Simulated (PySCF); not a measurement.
PySCF input file for In(F)(OH)(NH2) (FH3InNO), SMILES [NH2][In]([OH])[F], TDA-ωB97X/def2-SVPD. Geometry: PBE0-D3(BJ)/def2-SVP. The def2 effective core potentials stand for the cores of In; spin–orbit coupling is left out. The values are those of a single conformer.

```python
import numpy as np
from pyscf import gto, scf, dft, tdscf

mol = gto.M(
    atom='''
    In    0.03261569    0.00692552    0.00383717
    F    -1.51079964   -1.01782136   -0.65100832
    O     0.13235790    1.83616739   -0.76038655
    H    -0.59009787    1.98111091   -1.38351699
    N     1.17283856   -0.79723539    1.45767906
    H     2.13024195   -0.45412714    1.48358492
    H     1.19015075   -1.81463326    1.45032431
    ''',
    basis='def2-SVPD',
    ecp={'In': 'def2-svp'},
    charge=0,
    spin=0,
    max_memory=1600,
    verbose=4,
)
mf = dft.RKS(mol, xc='wb97x').density_fit(auxbasis='def2-universal-jkfit')
mf.grids.level = 3
mf.conv_tol = 1e-9
mf.max_cycle = 100
mf.kernel()
mf.grids = dft.Grids(mol).set(level=1).build(with_non0tab=True)  # coarser grid for the response kernel
td = tdscf.TDA(mf)
td.singlet = True
td.nstates = 10
td.conv_tol = 1e-4
td.kernel(x0=td.get_init_guess(mf, 15))
td.analyze()
tt = tdscf.TDA(mf)
tt.singlet = False
tt.nstates = 4
tt.conv_tol = 1e-4
tt.kernel(x0=tt.get_init_guess(mf, 9))
tt.analyze(verbose=3)
```

It prints:

```
PySCF version 2.14.0

[INPUT] verbose = 4
[INPUT] num. atoms = 7
[INPUT] num. electrons = 48
[INPUT] charge = 0
[INPUT] spin (= nelec alpha-beta = 2S) = 0
[INPUT] symmetry False subgroup None
[INPUT] Mole.unit = angstrom
[INPUT] Symbol           X                Y                Z      unit          X                Y                Z       unit  Magmom
[INPUT]  1 In     0.032615690000   0.006925520000   0.003837170000 AA    0.061634721464   0.013087336070   0.007251200393 Bohr   0.0
[INPUT]  2 F     -1.510799640000  -1.017821360000  -0.651008320000 AA   -2.854997548691  -1.923403614132  -1.230227429613 Bohr   0.0
[INPUT]  3 O      0.132357900000   1.836167390000  -0.760386550000 AA    0.250120181423   3.469853485957  -1.436922328303 Bohr   0.0
[INPUT]  4 H     -0.590097870000   1.981110910000  -1.383516990000 AA   -1.115123360989   3.743757042288  -2.614468199783 Bohr   0.0
[INPUT]  5 N      1.172838560000  -0.797235390000   1.457679060000 AA    2.216343666729  -1.506556543911   2.754614200913 Bohr   0.0
[INPUT]  6 H      2.130241950000  -0.454127140000   1.483584920000 AA    4.025573864559  -0.858175920332   2.803569181335 Bohr   0.0
[INPUT]  7 H      1.190150750000  -1.814633260000   1.450324310000 AA    2.249058964446  -3.429159877927   2.740715737699 Bohr   0.0

nuclear repulsion = 195.932062082803
number of shells = 50
number of NR pGTOs = 193
number of NR cGTOs = 122
basis = def2-SVPD
ecp = {'In': 'def2-svp'}


[settings echo left out]
init E= -399.927866442676
  HOMO = -0.683310145360203  LUMO = -0.599707171039867  gap/eV = 2.27495
cycle= 1 E= -420.882706546739  delta_E=  -21  |g|= 1.82  |ddm|= 13.3
  HOMO = -0.189539445510784  LUMO = 0.00631654872883658  gap/eV = 5.32951
cycle= 2 E= -421.245659471224  delta_E= -0.363  |g|= 1.48  |ddm|= 6.93
  HOMO = -0.339504534165201  LUMO = 0.000836382809524139  gap/eV = 9.26115
cycle= 3 E= -421.607251528507  delta_E= -0.362  |g|= 0.308  |ddm|= 1.87
  HOMO = -0.39091438418381  LUMO = -0.00765604691144262  gap/eV = 10.42899
cycle= 4 E= -421.624973239535  delta_E= -0.0177  |g|= 0.106  |ddm|= 0.369
  HOMO = -0.390627263535531  LUMO = -0.00498831791883347  gap/eV = 10.49377
cycle= 5 E= -421.628131289228  delta_E= -0.00316  |g|= 0.0222  |ddm|= 0.231
  HOMO = -0.388014400051116  LUMO = -0.00387959834619878  gap/eV = 10.45284
cycle= 6 E= -421.628424485579  delta_E= -0.000293  |g|= 0.0137  |ddm|= 0.0774
  HOMO = -0.390609417730953  LUMO = -0.00458869353470703  gap/eV = 10.50416
cycle= 7 E= -421.628523839937  delta_E= -9.94e-05  |g|= 0.00407  |ddm|= 0.042
  HOMO = -0.390330676900103  LUMO = -0.00470204753086279  gap/eV = 10.49349
cycle= 8 E= -421.628538308105  delta_E= -1.45e-05  |g|= 0.00194  |ddm|= 0.0191
  HOMO = -0.390037791181165  LUMO = -0.00466842877734663  gap/eV = 10.48643
cycle= 9 E= -421.628539880499  delta_E= -1.57e-06  |g|= 0.00081  |ddm|= 0.00502
  HOMO = -0.390060989843359  LUMO = -0.00465751346183296  gap/eV = 10.48736
cycle= 10 E= -421.62854015174  delta_E= -2.71e-07  |g|= 0.00011  |ddm|= 0.00222
  HOMO = -0.390075183980326  LUMO = -0.00465654366724522  gap/eV = 10.48778
cycle= 11 E= -421.628540167793  delta_E= -1.61e-08  |g|= 2.52e-05  |ddm|= 0.000526
  HOMO = -0.39007603884744  LUMO = -0.00465651652287491  gap/eV = 10.48780
cycle= 12 E= -421.628540168737  delta_E= -9.44e-10  |g|= 6.57e-06  |ddm|= 0.000163
  HOMO = -0.390075134724615  LUMO = -0.00465672421000463  gap/eV = 10.48777
Extra cycle  E= -421.628540168777  delta_E= -4.07e-11  |g|= 3.44e-06  |ddm|= 2.24e-05
converged SCF energy = -421.628540168777
tot grids = 31104


******** <class 'pyscf.tdscf.rks.TDA'> for <class 'pyscf.df.df_jk.DFRKS'> ********
nstates = 10 singlet
deg_eia_thresh = 1.000e-03
wfnsym = None
conv_tol = 0.0001
eigh lindep = 1e-12
eigh level_shift = 0
eigh max_cycle = 100


Excitation energies (eV)
[5.28576991 5.97303945 6.68454203 7.01104264 7.35297508 7.44555661
 7.82384271 7.86788353 8.12178277 8.2212609 ]

** Singlet excitation energies and oscillator strengths **
Excited State   1:      5.28577 eV    234.56 nm  f=0.0465
      23 -> 25        0.10290
      24 -> 25        0.65252
      24 -> 26       -0.12148
      24 -> 29       -0.14081
Excited State   2:      5.97304 eV    207.57 nm  f=0.0541
      23 -> 25       -0.65644
      23 -> 27       -0.15268
Excited State   3:      6.68454 eV    185.48 nm  f=0.0738
      21 -> 25        0.12485
      22 -> 25        0.55121
      22 -> 27        0.10648
      23 -> 26       -0.23452
      24 -> 26       -0.28736
Excited State   4:      7.01104 eV    176.84 nm  f=0.0620
      21 -> 25       -0.20606
      22 -> 25        0.25160
      23 -> 26       -0.18145
      24 -> 26        0.54638
Excited State   5:      7.35298 eV    168.62 nm  f=0.0794
      19 -> 25       -0.27316
      19 -> 27       -0.10084
      21 -> 25        0.54992
      21 -> 27        0.14406
      23 -> 26        0.12032
      24 -> 26        0.17576
Excited State   6:      7.44556 eV    166.52 nm  f=0.0648
      20 -> 25        0.63488
      20 -> 27        0.18286
      20 -> 28        0.10647
      24 -> 27        0.12867
Excited State   7:      7.82384 eV    158.47 nm  f=0.0326
      22 -> 26        0.53591
      24 -> 27        0.39097
      24 -> 30       -0.10046
Excited State   8:      7.86788 eV    157.58 nm  f=0.0049
      19 -> 25       -0.10649
      20 -> 25       -0.12515
      22 -> 26       -0.40205
      24 -> 27        0.48617
      24 -> 29        0.11153
      24 -> 30       -0.10950
Excited State   9:      8.12178 eV    152.66 nm  f=0.0839
      19 -> 25        0.19041
      21 -> 25        0.20053
      21 -> 26        0.15698
      22 -> 25       -0.22208
      23 -> 26       -0.49227
      24 -> 28       -0.19670
Excited State  10:      8.22126 eV    150.81 nm  f=0.0366
      19 -> 25       -0.18307
      21 -> 26       -0.11052
      23 -> 26        0.11037
      24 -> 28       -0.50675
      24 -> 29       -0.33419
      24 -> 30       -0.10634
      24 -> 35       -0.11981

** Transition electric dipole moments (AU) **
state          X           Y           Z        Dip. S.      Osc.
  1        -0.0909      0.1116     -0.5815      0.3589      0.0465
  2         0.2495     -0.0998     -0.5454      0.3697      0.0541
  3         0.0876      0.6602      0.0834      0.4506      0.0738
  4         0.0843      0.4455     -0.3942      0.3610      0.0620
  5        -0.3540      0.1427     -0.5431      0.4407      0.0794
  6        -0.3458      0.1675      0.4554      0.3550      0.0648
  7        -0.3395      0.0613      0.2261      0.1701      0.0326
  8        -0.0806      0.0904     -0.1043      0.0256      0.0049
  9        -0.4334     -0.4707     -0.1112      0.4217      0.0839
 10         0.2153      0.3077      0.2020      0.1819      0.0366

WARN: ECP detected. Skipping calculation of transition velocity and magnetic dipole moments, which have not yet been implemented.



******** <class 'pyscf.tdscf.rks.TDA'> for <class 'pyscf.df.df_jk.DFRKS'> ********
nstates = 4 triplet
deg_eia_thresh = 1.000e-03
wfnsym = None
conv_tol = 0.0001
eigh lindep = 1e-12
eigh level_shift = 0
eigh max_cycle = 100


Excitation energies (eV)
[4.60984337 5.51177437 5.79290002 6.27125144]

** Triplet excitation energies and oscillator strengths **
Excited State   1:      4.60984 eV    268.96 nm  f=0.0000
Excited State   2:      5.51177 eV    224.94 nm  f=0.0000
Excited State   3:      5.79290 eV    214.03 nm  f=0.0000
Excited State   4:      6.27125 eV    197.70 nm  f=0.0000
```

Self-consistency was reached.

Cost: roughly 100 core-seconds.
